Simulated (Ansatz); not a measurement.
`C[SiH](C)Br` + H₂ → `C[SiH2]Br` + CH₄ at 298.15 K and 1 bar (hydrogenolysis of the Si–C bond).

Calculated with Ansatz (gas phase, PBE0-D4/def2-TZVP geometries, no zero-point term in ΔE). CCSD(T)/CBS is the MP2 limit (def2-TZVPP, def2-QZVPP) plus CCSD(T) − MP2 in def2-TZVPP, frozen cores. This one scheme is used for every species. For Br outer-core shells are correlated without core-valence functions, which leaves a few kJ/mol of doubt a bond. Scalar relativity is left out up to krypton.

```
      species  CCSD(T)/CBS energy (Eh)  H − E (kJ/mol)  S (J/(mol·K))
`C[SiH](C)Br`              -2942.79434           239.9          346.7
           H₂                 -1.17544            35.1          130.4
  `C[SiH2]Br`              -2903.51417           159.8          309.7
          CH₄                -40.46206           127.4          186.2
```

H − E and S are ideal-gas, rigid-rotor, harmonic terms from PBE0-D4/def2-TZVP. The MP2-based limit puts H₂ 0.8 mEh under its directly extrapolated value; such offsets cancel only in part. 1 Eh = 2625.50 kJ/mol, R = 8.31446 J/(mol·K).

Question: By hand: ΔE, ΔH, ΔS and ΔG.

Answer: ΔE = (-2903.51417) + (-40.46206) − (-2942.79434) − (-1.17544) = -0.00645 Eh = -16.9 kJ/mol. Δ(H − E) = 159.8 + 127.4 − 239.9 − 35.1 = 12.2, so ΔH = -4.7 kJ/mol. ΔS = 309.7 + 186.2 − 346.7 − 130.4 = 18.8 J/(mol·K). ΔG = -4.7 − 298.15 × (18.8)/1000 = -10.3 kJ/mol.

Question: By hand: the equilibrium constant, and the temperature at which ΔG would vanish if ΔH and ΔS stayed fixed.

Answer: log₁₀ K = −ΔG/(RT ln 10) = 1.8. ΔH and −TΔS have one sign here, so there is no such temperature.

TΔS isn't small against ΔH here. A doubt of 5 kJ/mol in ΔE shifts log₁₀ K by 0.9 here. These are equilibria of isolated gas molecules and say nothing of rates. Largest T1 diagnostic: 0.008 (customary marks: 0.02 for closed shells, 0.045 for open ones).
